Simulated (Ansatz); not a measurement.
The pair A = CH3Cl (SMILES CCl) (first 5 atoms), B = C2H6 (SMILES CC); geometry from B3LYP-D3(BJ)/def2-TZVP.
(charge 0, multiplicity 1):
```xyz
13

C     -0.67174    -0.91114     0.84014
Cl    -0.84297     0.87419     0.79900
H     -0.58798    -1.26875    -0.18153
H      0.22179    -1.15511     1.40631
H     -1.55090    -1.32723     1.32201
C      0.74123     0.34104     4.30954
C     -0.60887    -0.35674     4.44466
H      1.06351     0.38571     3.26781
H      1.51610    -0.17585     4.87941
H      0.69154     1.36849     4.67466
H     -1.37381     0.15316     3.85674
H     -0.94415    -0.37545     5.48350
H     -0.55886    -1.39207     4.09987
```

Frozen-core correlation. MP2 and its Hartree–Fock in aug-cc-pV(T+d)Z are density fitted.

Run with Ansatz (Gaussian orbitals). Each number belongs to the level named beside it.

The counterpoise-corrected interaction energy is E(AB) − E(A in the pair's basis) − E(B in the pair's basis). Total energies (hartree):

| level | AB | A in the pair's basis | B in the pair's basis |
|---|---|---|---|
| HF/aug-cc-pV(D+d)Z | -578.3602662 | -499.1244911 | -79.2374087 |
| MP2/aug-cc-pV(D+d)Z | -578.9851659 | -499.4317445 | -79.5513831 |
| HF/aug-cc-pV(T+d)Z | -578.4083365 | -499.1497592 | -79.2602387 |
| MP2/aug-cc-pV(T+d)Z | -579.1690026 | -499.5311212 | -79.6354323 |
| CCSD(T)/aug-cc-pV(D+d)Z | -579.0727524 | -499.4730975 | -79.5977738 |

Task: Work out the counterpoise-corrected interaction energy at the basis-set limit: extrapolate the MP2 correlation part as X⁻³, take Hartree–Fock from the larger set, and add the CCSD(T) − MP2 difference of aug-cc-pV(D+d)Z.

Result: 
1. Differences (1 hartree = 627.509 kcal/mol): HF/aug-cc-pV(D+d)Z 1.025; MP2/aug-cc-pV(D+d)Z -1.279; HF/aug-cc-pV(T+d)Z 1.043; MP2/aug-cc-pV(T+d)Z -1.537; CCSD(T)/aug-cc-pV(D+d)Z -1.180.
2. Correlation parts, MP2 less HF: -2.304 in aug-cc-pV(D+d)Z (X = 2), -2.579 in aug-cc-pV(T+d)Z (X = 3).
3. Limit (3³·(-2.579) − 2³·(-2.304))/(3³ − 2³) = -2.695; with HF/aug-cc-pV(T+d)Z it gives -1.653.
4. CCSD(T) less MP2 in aug-cc-pV(D+d)Z: 0.099.
Result: -1.55 kcal/mol, against -1.28 at MP2/aug-cc-pV(D+d)Z. It is an estimate of this method's limit, not of the exact value.

Ansatz is an electronic-structure program.
